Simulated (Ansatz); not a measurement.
The cluster Co₅O₄⁺, relaxed as a singlet with RKS PBE-D4/def2-SVP in Ansatz, starting from the GFN1-xTB geometry. Force threshold 0.03 eV/Å.

An occupied level of the charge 1 singlet lies above an empty one (by up to 0.09 eV), so this SCF solution is probably not the lowest. This restricted singlet of an open-shell metal (gap down to -0.09 eV) wasn't tested against broken symmetry. The relaxation made no stability test and no search for a lower SCF solution. No other spin state of charge 1 was run. Another isomer (triplet) lies 12.02 eV lower at PBE0-D4/def2-TZVP; other spin states weren't run for this one.

Start:

```xyz
9

Co   -0.602    0.416    3.612
Co   -0.357   -0.507   -2.712
Co    1.508    0.863    3.269
Co    0.068    0.069    0.420
Co   -0.801   -1.018   -5.845
O    -0.544   -0.844   -4.249
O     0.274    0.413    2.036
O     0.607    0.824    4.632
O    -0.154   -0.215   -1.162
```

Problem. Estimate the energy that the relaxation releases and the steps that it takes.

Solution. 188.5 kJ/mol, in 45 steps; 11 min on 4 threads of Arm Neoverse V2 on a shared host. The force fell under the threshold at step 30, but the optimiser went on and released 0.005 eV more. No frequencies were taken in this run, so the end may be a saddle point.

Problem. Does the start keep its bonding?

Solution. Bonds lost: Co3–O7 (atoms count from 1). Metal–metal contacts that move far: Co3–Co4 3.29 to 2.20 Å, Co1–Co4 3.28 to 2.67 Å.

Problem. Predict the relaxed structure.

Solution. 
```xyz
9

Co   -0.098    0.517    3.460
Co   -0.556    0.292   -2.490
Co    1.364    0.046    1.806
Co   -0.541    0.526    0.822
Co    0.193   -1.897   -4.813
O    -0.218   -0.746   -3.738
O    -1.319    0.790    2.317
O     1.529    0.052    3.468
O    -0.353    0.421   -0.832
```
Bond lengths (bridged metal pairs left out): 8 × Co–O 1.63 to 1.71 Å; 1 × Co–Co 2.20 Å.
